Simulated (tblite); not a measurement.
Species: C4H12GeSi.
Geometry (GFN2-xTB, Å), atoms numbered from 1 in this order:
```
atom  x, y, z in Å
C1     2.8075   -0.6380   -0.6390
C2     1.8512   -0.0098    0.0177
C3     0.5821   -0.6416    0.4855
C4    -0.6329   -0.0960   -0.2754
Si5   -2.2328   -0.9612    0.2933
Ge6   -0.8213    1.8677   -0.0885
H7     3.6988   -0.1351   -0.9744
H8     2.7417   -1.6907   -0.8638
H9     1.9418    1.0491    0.2373
H10    0.4518   -0.4352    1.5531
H11    0.6402   -1.7263    0.3573
H12   -0.4917   -0.3039   -1.3407
H13   -2.0698   -2.4056    0.1028
H14   -3.3621   -0.4756   -0.5017
H15   -2.4574   -0.6784    1.7136
H16   -2.1624    2.3424   -0.5590
H17    0.1926    2.6509   -0.8720
H18   -0.6859    2.2935    1.3424
```

Method: GFN2-xTB as coded in tblite; computed harmonic values from a numerical Hessian at the method's own geometry, unscaled. This tight-binding method is rough: wavenumbers can miss measured ones by several per cent, in bad cases by 10 to 20. Modes of hydrogen on germanium and silicon can be 10 to 20 % off. One conformer, not necessarily the lowest.

Harmonic wavenumbers (cm⁻¹): 46.7, 73.0, 108.6, 115.3, 161.5, 189.9, 236.9, 314.2, 406.9, 462.6, 484.0, 500.1, 548.5, 618.4, 644.1, 766.4, 776.6, 781.9, 795.0, 818.2, 860.7, 879.9, 893.6, 910.8, 955.2, 1014.6, 1046.2, 1084.3, 1116.1, 1181.8, 1258.8, 1275.9, 1318.9, 1415.9, 1480.0, 1718.5, 1943.4, 2029.2, 2047.8, 2242.1, 2242.8, 2254.6, 2910.8, 2926.2, 2952.0, 3013.2, 3092.4, 3120.0.

A = 1834, B = 1286, C = 798.8 MHz; mass 161.992 u (most abundant isotopes); point group C1, symmetry number 1.

Question: What is the zero-point energy?

Answer: ½Σν̃ = 29017 cm⁻¹ = 347.12 kJ/mol.

Question: Entropy at 200 K, 1 bar (ideal gas, RRHO, classical rotation)?

Answer: Translation 164.01, rotation 118.55, vibration 82.52: S = 365.1 J/(mol K).

Question: And Cp and H(200 K) − H(0)?

Answer: Cp = 121.33 J/(mol K), of which vibrations give 88.07 (their classical limit is 48 R = 399.1); H(200 K) − H(0) = 15.61 kJ/mol without the zero-point energy, 8.96 from vibrations.

Question: Which modes carry the vibrational entropy at 200 K?

Answer: 46.7 cm⁻¹: 17.42; 73.0 cm⁻¹: 13.76; 108.6 cm⁻¹: 10.58; 115.3 cm⁻¹: 10.10; 161.5 cm⁻¹: 7.52; 189.9 cm⁻¹: 6.34 J/(mol K); the other 42 give 16.79 together.

Question: How do the functions run with temperature in this model?

Answer: 
```
T (K)  S (J/(mol K))  Cp (J/(mol K))  H − H(0) (kJ/mol)  G − H(0) (kJ/mol)  ln q(vib)
  100          297.2            80.1               5.59             -24.13       1.81
  300          422.7           165.7              29.98             -96.83       7.22
  500          525.4           238.0              70.80            -191.90      12.51
  800          653.4           305.9             153.30            -369.42      20.01
 1000          725.0           335.1             217.57            -507.42      24.61
```

q(vib) and H(0) count from the zero-point level.

Question: Blend soft modes into free rotors: weight 1/[1 + (100 cm⁻¹/ν̃)⁴] for the oscillator and the rest for a rotor with moment μB/(μ + B), μ = h/(8π²ν), B = 10⁻⁴⁴ kg m². What vibrational entropy results?

Answer: 76.92 J/(mol K) in place of 82.52, which changes −T·S at 200 K by +1.12 kJ/mol.

Question: What must be added to the electronic energy to get the Gibbs energy at 200 K and 1 bar?

Answer: ZPE + [H(200 K) − H(0)] − T·S = 347.12 + 15.61 − 73.01 = 289.72 kJ/mol.

Hindered rotation and anharmonicity are outside this model. Other conformers, if any are populated, would add a mixing term that is left out. The structure is chiral; the term R ln 2 for an equal mix with its mirror image is left out.
